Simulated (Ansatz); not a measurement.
Basis-set extrapolation for C2H7FSi2 (`C[Si@H]1[SiH2][C@H]1F`) (PBE0-D4/def2-TZVP geometry, frozen core, the Gaussian-basis code of Ansatz). Multiplicity 1, RHF reference.

```csv
,def2-TZVPP,def2-QZVPP
HF,-757.133365,-757.158997
MP2 correlation,-0.838217,-0.902265
CCSD(T) correlation,-0.927526,not run
```

Energies in hartree. Use E(X) = E(∞) + A·exp(−7.88·√X) for Hartree–Fock and E(X) = E(∞) + B·X^(−2.97) for correlation, with X = 3 and 4, and add CCSD(T) minus MP2 of the smaller set to the MP2 limit.

Problem. What is the CCSD(T) energy at the basis-set limit?

Solution. HF limit: -757.158997 + (-0.025632) × 0.13774 = -757.16253. MP2 limit: -0.902265 + (-0.064048) × 0.74074 = -0.94971. Higher-order term: -0.927526 − (-0.838217) = -0.08931. Total: -758.20155 hartree, 3.83 eV below CCSD(T)/def2-TZVPP.
